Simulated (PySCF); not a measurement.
Species: 3,4-dimethylbenzenethiol, C8H10S.
Numbering: `[CH3:1][c:2]1[cH:3][cH:4][c:5]([SH:6])[cH:7][c:8]1[CH3:9]` (hydrogens: H10, H11, H12 on C1; H13 on C3; H14 on C4; H15 on S6; H16 on C7; H17, H18, H19 on C9)

A linear-response calculation (PySCF, def2-SVPD basis, gas phase, vertical, core orbitals frozen in the response) gave these numbers; the functional is withheld.

Orbital energies (eV): HOMO-3 -9.19, HOMO-2 -7.99, HOMO-1 -6.96, HOMO -5.93, LUMO -0.49, LUMO+1 -0.42, LUMO+2 -0.06.

```
state  E (eV)       f  main configurations (H = HOMO, L = LUMO)
   S1    4.65   0.013                  H→L (84%), H-1→L+1 (13%)
   S2    4.80  0.0016                               H→L+2 (95%)
   S3    5.11   0.266                               H→L+1 (89%)
   S4    5.53   0.013                   H→L+4 (87%), H→L+3 (9%)
   S5    5.68  0.0005                   H→L+3 (88%), H→L+4 (8%)
   S6    6.02   0.104     H-1→L+1 (67%), H-2→L (21%), H→L (10%)
```

Triplets (Tamm–Dancoff): T1 3.71 eV, H→L+1 (78%), H-1→L (12%); T2 4.04 eV, H→L (89%); T3 4.48 eV, H-1→L (82%), H→L+1 (11%); T4 4.54 eV, H→L+2 (88%).

Vertical ionisation energy by ΔSCF with the same functional: 7.80 eV. Mean static polarisability: 119.8 au.

Problem. Name the functional.
A. wB97X-D
B. HF
C. PBE
D. B3LYP

Solution. D. B3LYP is a global hybrid with 20% exact exchange. In this run −ε(HOMO) = 5.93 eV differs from the ΔSCF value by -1.87 eV, and S1 differs from the orbital gap of 5.44 eV by -0.79 eV. The ratio −ε(HOMO)/IP is 0.76. Small neutral molecules mostly give 0.67 to 0.83 with B3LYP, 0.5 to 0.7 with PBE, 0.89 to 0.99 with wB97X-D; with Hartree–Fock the ratio is 1 or more (Koopmans' value less the relaxation energy is the ΔSCF value). The other options: PBE, a GGA without exact exchange; HF, time-dependent Hartree–Fock, 100% exact exchange; wB97X-D, range-separated, 22% exact exchange at short range and 100% at long range (ω = 0.2 bohr⁻¹).

The calculation used TDDFT B3LYP/def2-SVPD, vertical, gas phase, core orbitals frozen in the response in PySCF. The structure is a single PBE0-D3(BJ)/def2-SVP conformer in the gas phase; no vibrational or solvent corrections.

The values belong to the conformer `[CH3:1][c:2]1[cH:3][cH:4][c:5]([SH:6])[cH:7][c:8]1[CH3:9]`: H–S6–C5–C4 0°.
